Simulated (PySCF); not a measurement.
C4H5Br, SMILES CC=C=CBr. Coordinates come from a PBE0-D3(BJ)/def2-SVP optimisation.

Computed equilibrium geometry at PBE0-D3(BJ)/def2-SVP (PySCF confirms it by a frequency run) as bond lengths and angles:
Atoms: C1 C2 C3 C4 Br5 H6 H7 H8 H9 H10. Bonds (Å): C1–C2 1.497, C1–H6 1.098, C1–H7 1.102, C1–H8 1.102, C2–C3 1.311, C2–H9 1.099, C3–C4 1.304, C4–Br5 1.896, C4–H10 1.093. Bond angles (°): C2–C1–H6 111.6, C2–C1–H7 110.6, C2–C1–H8 110.4, H6–C1–H7 108.6, H6–C1–H8 108.5, H7–C1–H8 106.9, C1–C2–C3 125.4, C1–C2–H9 117.2, C3–C2–H9 117.4, C2–C3–C4 179.7, C3–C4–Br5 122.8, C3–C4–H10 124.0, Br5–C4–H10 113.2.
